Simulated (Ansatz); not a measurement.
`BC/N=C/[SeH]` + H₂ → `BCN=C` + H₂Se  (hydrogenolysis of a C–Se bond)

Program: Ansatz. Geometries: PBE0-D4/def2-TZVP. ΔE: electronic, gas phase. CBS: MP2 limit from def2 TZ/QZ plus the TZ coupled-cluster correction, frozen cores. This one scheme is used for every species. DFT in def2-TZVPP. B3LYP here is the variant with VWN-RPA as its local correlation; programs differ in this. For Se outer-core shells are correlated without core-valence functions, which leaves a few kJ/mol of doubt a bond. Scalar relativity is left out up to krypton. Each species was taken in one conformer, which may not be the lowest.

`BC/N=C/[SeH]`:

```xyz
11

B     0.328    1.681   -1.244
C    -0.461    0.417   -0.802
N    -0.466    0.132    0.609
C    -0.004   -0.964    1.000
Se    0.059   -1.366    2.857
H     0.794    2.444   -0.453
H     0.424    1.897   -2.418
H    -1.493    0.668   -1.113
H    -0.191   -0.454   -1.426
H     0.392   -1.747    0.339
H     0.618   -2.708    2.650
```

H₂:

Cartesian coordinates in Å:
```
H -0.261 -0.263 -0.043
H 0.261 0.263 0.043
```

`BCN=C`:

Z-matrix (Å, degrees):
```
C
N 1 1.437
B 1 1.553 2 116.1
H 1 1.107 2 108.4 3 113.2
H 1 1.105 2 113.7 3 -130.9
C 2 1.257 1 118.3 3 120.4
H 3 1.197 1 117.9 2 -174.2
H 3 1.194 1 121.9 2 8.2
H 6 1.100 2 123.3 1 1.3
H 6 1.089 2 119.4 1 -178.7
```

H₂Se:

```xyz
3

Se    0.559    0.245   -0.310
H    -0.295    0.714    0.786
H    -0.263   -0.959   -0.476
```

```
             level  ΔE (kJ/mol)  difference from CCSD(T)/CBS
            PBE-D4        -33.0                         13.5
         r2SCAN-D4        -37.5                          9.0
          B3LYP-D4        -42.2                          4.3
           ωB97X-V        -48.6                         -2.1
            r2SCAN        -39.0                          7.5
     HF/def2-TZVPP        -75.3                        -28.8
SCS-MP2/def2-TZVPP        -43.9                          2.6
   CCSD/def2-TZVPP        -54.3                         -7.8
CCSD(T)/def2-TZVPP        -47.3                         -0.8
      HF/CBS(def2)        -75.4                        -28.9
       CCSD(T)/CBS        -46.5                            0
```

Largest T1 diagnostic among the species: 0.012.

From PBE to PBE0 (25 % exact exchange), in def2-TZVPP and without D4, ΔE moves by −8.9 kJ/mol. The D4 term adds +9.2 kJ/mol with B3LYP and +5.0 kJ/mol with PBE0; it sums over pairs of atoms, weighted by their polarisabilities, and B3LYP, whose exchange is more repulsive, gets the larger term. In def2-TZVPP, CCSD(T) changes the Hartree–Fock value by +28.0 kJ/mol (the triples alone add +7.1 kJ/mol) and MP2 by +38.6 kJ/mol.
